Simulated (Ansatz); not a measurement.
`B[SiH2]Cl` + `BO` → `BO[SiH2]B` + HCl at 500 K and 1 bar (ligand exchange at the Si–Cl bond).

Calculated with Ansatz (gas phase, PBE0-D4/def2-TZVP geometries, no zero-point term in ΔE). CCSD(T)/CBS adds triple-zeta CCSD(T) − MP2 to the extrapolated MP2 energy (def2 sets, frozen cores). This one scheme is used for every species. One conformer a species, not always the lowest.

| species | CCSD(T)/CBS energy (Eh) | H − E (kJ/mol) | S (J/(mol·K)) |
| --- | --- | --- | --- |
| `B[SiH2]Cl` | -776.05948 | 134.8 | 351.5 |
| `BO` | -101.80414 | 113.6 | 256.0 |
| `BO[SiH2]B` | -417.47687 | 209.6 | 396.9 |
| HCl | -460.38127 | 32.5 | 201.9 |

H − E and S are ideal-gas, rigid-rotor, harmonic terms from PBE0-D4/def2-TZVP, for one conformer and one mirror image of each species. 1 Eh = 2625.50 kJ/mol, R = 8.31446 J/(mol·K).

Task: By hand: ΔE, ΔH, ΔS and ΔG.

Result: ΔE = (-417.47687) + (-460.38127) − (-776.05948) − (-101.80414) = 0.00548 Eh = 14.4 kJ/mol. Δ(H − E) = 209.6 + 32.5 − 134.8 − 113.6 = -6.3, so ΔH = 8.1 kJ/mol. ΔS = 396.9 + 201.9 − 351.5 − 256.0 = -8.7 J/(mol·K). ΔG = 8.1 − 500 × (-8.7)/1000 = 12.4 kJ/mol.

Task: By hand: the equilibrium constant, and the temperature at which ΔG would vanish if ΔH and ΔS stayed fixed.

Result: log₁₀ K = −ΔG/(RT ln 10) = -1.3. ΔH and −TΔS have one sign here, so there is no such temperature.

TΔS isn't small against ΔH here. A doubt of 5 kJ/mol in ΔE shifts log₁₀ K by 0.5 here. Other conformers and mirror images would add mixing entropy, several J/(mol·K) or more a flexible species. Modes under 60 cm⁻¹, often nearly free rotors, make the harmonic entropy too high. These are equilibria of isolated gas molecules and say nothing of rates. Largest T1 diagnostic: 0.014 (customary marks: 0.02 for closed shells, 0.045 for open ones).

ΔS is within the doubt of such terms, so its sign, and with it that verdict, could turn.
